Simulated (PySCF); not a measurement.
# Basis-set dependence of population analyses: `C=C(C)[O][AlH2]`

Compound: C3H7AlO.
Atom-mapped SMILES: `[CH2:1]=[C:2]([CH3:3])[O:4][AlH2:5]` (hydrogens: H6, H7 on C1; H8, H9, H10 on C3; H11, H12 on Al5)

Cartesian coordinates in Å at the PBE0-D3(BJ)/def2-SVP level; atoms count from 1:
```xyz
12
C3H7AlO angstrom
C     -1.383   -1.404   -0.538
C     -0.503   -0.406   -0.383
C     -0.877    0.984    0.030
O      0.810   -0.613   -0.600
Al     2.348    0.131   -0.634
H     -1.045   -2.396   -0.842
H     -2.447   -1.239   -0.363
H     -0.573    1.714   -0.739
H     -1.958    1.081    0.192
H     -0.358    1.267    0.962
H      3.545   -0.832   -0.991
H      2.481    1.679   -0.319
```

PBE0 throughout (PySCF), one geometry, spherical d and f functions. Isolated species at its PBE0-D3(BJ)/def2-SVP geometry (one conformer only). The first 7 of 9 kinds of atom are listed.

Mulliken charges (e):

```tsv
basis	functions	C1	C2	C3	O4	Al5	H6	H7
STO-3G	36	-0.222	+0.094	-0.253	-0.387	+0.830	+0.071	+0.067
6-31G	63	-0.402	+0.436	-0.566	-0.861	+0.898	+0.163	+0.148
pcSseg-0	63	-0.404	+0.232	-0.668	-0.851	+1.066	+0.221	+0.203
6-31G*	88	-0.485	+0.451	-0.612	-0.639	+0.577	+0.174	+0.164
cc-pVDZ	109	-0.062	+0.029	-0.055	-0.504	+0.541	+0.035	+0.032
def2-SVP	109	-0.125	+0.074	-0.042	-0.497	+0.693	+0.045	+0.034
aug-cc-pVDZ	182	+0.749	+0.573	+0.310	-0.544	-0.093	-0.537	-0.427
6-311+G(2d,p)	185	-0.586	+0.621	-0.591	-0.676	+0.779	+0.120	+0.111
def2-TZVP	203	-0.357	+0.174	-0.361	-0.290	+0.355	+0.127	+0.126
cc-pVTZ	252	-0.353	+0.200	-0.287	-0.258	+0.331	+0.118	+0.115
IGLO-III	254	-0.335	+0.222	-0.407	-0.515	+0.902	+0.115	+0.090
```

IAO charges (e):

```json
{"basis": "STO-3G", "functions": "36", "C1": "-0.347", "C2": "+0.101", "C3": "-0.415", "O4": "-0.505", "Al5": "+1.062", "H6": "+0.129", "H7": "+0.123"}
{"basis": "6-31G", "functions": "63", "C1": "-0.383", "C2": "+0.213", "C3": "-0.452", "O4": "-0.562", "Al5": "+0.768", "H6": "+0.160", "H7": "+0.148"}
{"basis": "pcSseg-0", "functions": "63", "C1": "-0.374", "C2": "+0.201", "C3": "-0.446", "O4": "-0.554", "Al5": "+0.787", "H6": "+0.155", "H7": "+0.143"}
{"basis": "6-31G*", "functions": "88", "C1": "-0.384", "C2": "+0.231", "C3": "-0.431", "O4": "-0.594", "Al5": "+0.845", "H6": "+0.152", "H7": "+0.144"}
{"basis": "cc-pVDZ", "functions": "109", "C1": "-0.394", "C2": "+0.235", "C3": "-0.432", "O4": "-0.590", "Al5": "+0.843", "H6": "+0.153", "H7": "+0.145"}
{"basis": "def2-SVP", "functions": "109", "C1": "-0.384", "C2": "+0.230", "C3": "-0.422", "O4": "-0.587", "Al5": "+0.863", "H6": "+0.149", "H7": "+0.140"}
{"basis": "aug-cc-pVDZ", "functions": "182", "C1": "-0.411", "C2": "+0.237", "C3": "-0.440", "O4": "-0.601", "Al5": "+0.861", "H6": "+0.157", "H7": "+0.150"}
{"basis": "6-311+G(2d,p)", "functions": "185", "C1": "-0.410", "C2": "+0.235", "C3": "-0.441", "O4": "-0.609", "Al5": "+0.881", "H6": "+0.157", "H7": "+0.150"}
{"basis": "def2-TZVP", "functions": "203", "C1": "-0.411", "C2": "+0.239", "C3": "-0.442", "O4": "-0.611", "Al5": "+0.887", "H6": "+0.157", "H7": "+0.149"}
{"basis": "cc-pVTZ", "functions": "252", "C1": "-0.410", "C2": "+0.239", "C3": "-0.443", "O4": "-0.607", "Al5": "+0.877", "H6": "+0.157", "H7": "+0.149"}
{"basis": "IGLO-III", "functions": "254", "C1": "-0.413", "C2": "+0.237", "C3": "-0.443", "O4": "-0.611", "Al5": "+0.888", "H6": "+0.158", "H7": "+0.151"}
```

Hirshfeld charges (e):

| basis | functions | C1 | C2 | C3 | O4 | Al5 | H6 | H7 |
| --- | --- | --- | --- | --- | --- | --- | --- | --- |
| STO-3G | 36 | -0.133 | +0.060 | -0.049 | -0.258 | +0.634 | +0.019 | +0.018 |
| 6-31G | 63 | -0.145 | +0.080 | -0.101 | -0.291 | +0.538 | +0.044 | +0.040 |
| pcSseg-0 | 63 | -0.147 | +0.081 | -0.109 | -0.273 | +0.567 | +0.040 | +0.038 |
| 6-31G* | 88 | -0.148 | +0.077 | -0.099 | -0.270 | +0.529 | +0.042 | +0.040 |
| cc-pVDZ | 109 | -0.152 | +0.074 | -0.114 | -0.252 | +0.545 | +0.039 | +0.038 |
| def2-SVP | 109 | -0.155 | +0.078 | -0.118 | -0.254 | +0.555 | +0.039 | +0.039 |
| aug-cc-pVDZ | 182 | -0.157 | +0.069 | -0.129 | -0.279 | +0.577 | +0.043 | +0.041 |
| 6-311+G(2d,p) | 185 | -0.153 | +0.064 | -0.121 | -0.278 | +0.576 | +0.042 | +0.041 |
| def2-TZVP | 203 | -0.156 | +0.070 | -0.124 | -0.270 | +0.566 | +0.041 | +0.040 |
| cc-pVTZ | 252 | -0.157 | +0.072 | -0.124 | -0.265 | +0.562 | +0.041 | +0.040 |
| IGLO-III | 254 | -0.158 | +0.070 | -0.129 | -0.271 | +0.569 | +0.041 | +0.041 |

ESP-fitted charges (e):

```tsv
basis	functions	C1	C2	C3	O4	Al5	H6	H7
STO-3G	36	-0.610	+0.518	-0.564	-0.452	+0.912	+0.149	+0.171
6-31G	63	-0.808	+0.686	-0.571	-0.680	+1.018	+0.246	+0.248
pcSseg-0	63	-0.867	+0.740	-0.705	-0.703	+1.187	+0.263	+0.271
6-31G*	88	-0.793	+0.621	-0.563	-0.561	+0.915	+0.242	+0.246
cc-pVDZ	109	-0.764	+0.574	-0.508	-0.545	+0.912	+0.232	+0.235
def2-SVP	109	-0.770	+0.590	-0.504	-0.568	+0.983	+0.231	+0.236
aug-cc-pVDZ	182	-0.844	+0.632	-0.607	-0.559	+0.955	+0.259	+0.258
6-311+G(2d,p)	185	-0.869	+0.641	-0.614	-0.567	+0.969	+0.266	+0.269
def2-TZVP	203	-0.860	+0.636	-0.602	-0.555	+0.967	+0.262	+0.265
cc-pVTZ	252	-0.823	+0.604	-0.572	-0.545	+0.953	+0.251	+0.254
IGLO-III	254	-0.848	+0.623	-0.585	-0.559	+0.971	+0.260	+0.261
```

Which scheme is steadiest as the basis changes?

Largest range over the bases for any column: Hirshfeld 0.11 e, ESP-fitted 0.27 e, IAO 0.29 e, Mulliken 1.33 e. Hirshfeld charges move least and Mulliken charges most, counted in e. Without the minimal STO-3G basis the ranges are Hirshfeld 0.05, ESP-fitted 0.27, IAO 0.12, Mulliken 1.33 e.

How much do the charges still move between the two largest bases, cc-pVTZ and IGLO-III?

At most, over all atoms: Mulliken 0.572 e, IAO 0.010 e, Hirshfeld 0.007 e, ESP-fitted 0.025 e.

What do the same runs give for the total energy, the frontier levels and the dipole moment?

```csv
basis,energy (Eh),HOMO (eV),LUMO (eV),μ (D)
STO-3G,-430.4753,-3.33,3.83,1.57
6-31G,-435.7595,-6.28,-1.31,1.42
pcSseg-0,-435.1426,-6.57,-1.30,1.30
6-31G*,-435.8270,-6.28,-1.16,1.14
cc-pVDZ,-435.8546,-6.39,-1.26,1.22
def2-SVP,-435.6333,-6.46,-1.20,1.19
aug-cc-pVDZ,-435.8700,-6.51,-1.40,1.21
"6-311+G(2d,p)",-435.9146,-6.52,-1.37,1.24
def2-TZVP,-435.9348,-6.51,-1.30,1.19
cc-pVTZ,-435.9294,-6.49,-1.30,1.17
IGLO-III,-435.9385,-6.52,-1.25,1.21
```

The dipole is fixed by the density alone, so its range of 0.43 D shows that the density itself changes with the basis, not only its division among atoms.
